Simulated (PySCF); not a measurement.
## Mayer bond orders and bond lengths

Compound: C₆H₈F₃P.
Numbering: `[CH3:1][C:2]1=[C:3]([C:4]([F:5])([F:6])[F:7])[PH:8][CH2:9][CH2:10]1` (hydrogens: H11, H12, H13 on C1; H14 on P8; H15, H16 on C9; H17, H18 on C10)

Geometry (GFN2-xTB, Å), atoms numbered from 1 in this order:
```xyz
18
C6H8F3P angstrom
C      0.8630    1.7602   -0.4883
C      0.0792    0.5860   -0.0156
C      0.4966   -0.6821    0.0247
C      1.8457   -1.1617   -0.3689
F      1.9317   -2.4993   -0.2859
F      2.8394   -0.6708    0.3997
F      2.1756   -0.8411   -1.6366
P     -0.6766   -1.8979    0.7210
C     -1.9918   -0.5575    0.7259
C     -1.3206    0.8035    0.4785
H      1.9231    1.5364   -0.5605
H      0.7211    2.5999    0.1897
H      0.5081    2.0630   -1.4738
H     -1.0050   -2.4658   -0.5219
H     -2.7307   -0.7794   -0.0446
H     -2.5101   -0.5682    1.6855
H     -1.8834    1.3981   -0.2447
H     -1.2741    1.3830    1.4041
```

Bond orders from the PBE0/pcSseg-1 density (PySCF). Isolated species at its GFN2-xTB geometry (one conformer only). GFN2-xTB frequencies show an imaginary mode (51i cm⁻¹), so this geometry is no minimum at that level.

How far do the computed orders between heavy atoms stray from the drawn ones?

The largest departure is 0.258, at C2–C3 (drawn double, 1.742).

Give the Mayer order of every bond, beside its length.

```
   bond  drawn as  length (Å)  Mayer order
  C1–C2    single       1.489        1.108
  C2–C3    double       1.336        1.742
  C3–C4    single       1.485        1.028
  C4–F5    single       1.343        0.973
  C4–F6    single       1.349        0.992
  C4–F7    single       1.349        0.987
  C3–P8    single       1.827        0.924
  P8–C9    single       1.878        0.935
 C9–C10    single       1.538        1.017
 C10–C2    single       1.500        1.045
 C1–H11    single       1.086        0.940
 C1–H12    single       1.089        0.941
 C1–H13    single       1.090        0.932
 P8–H14    single       1.405        0.936
 C9–H15    single       1.090        0.945
 C9–H16    single       1.091        0.950
C10–H17    single       1.092        0.937
C10–H18    single       1.093        0.927
```

By pair of heavy elements: C–C: lowest C9–C10 (1.017, 1.538 Å), highest C2–C3 (1.742, 1.336 Å); in 1 of the 10 pairs the longer bond (by over 0.003 Å) has the higher order (by 0.02 or more). C–F: all 3 within 0.02 of one another (0.973 to 0.992). C–P: all 2 within 0.02 of one another (0.924 to 0.935).

Sum the orders of all bonds at each heavy atom with more than one neighbour and set the sums beside the valence in the SMILES.

C1 3.921 (drawn 4), C2 3.895 (drawn 4), C3 3.694 (drawn 4), C4 3.980 (drawn 4), P8 2.795 (drawn 3), C9 3.847 (drawn 4), C10 3.926 (drawn 4). Orders between atoms that aren't bonded are not in these sums.

The Mayer order sums products of elements of PS (density times overlap matrix) between the two atoms' basis functions, so it depends on the basis set.

These values come from a run that also computed NMR shieldings. Cost: about 2 min of CPU time on one thread; the machine was shared, so the figure is rough.
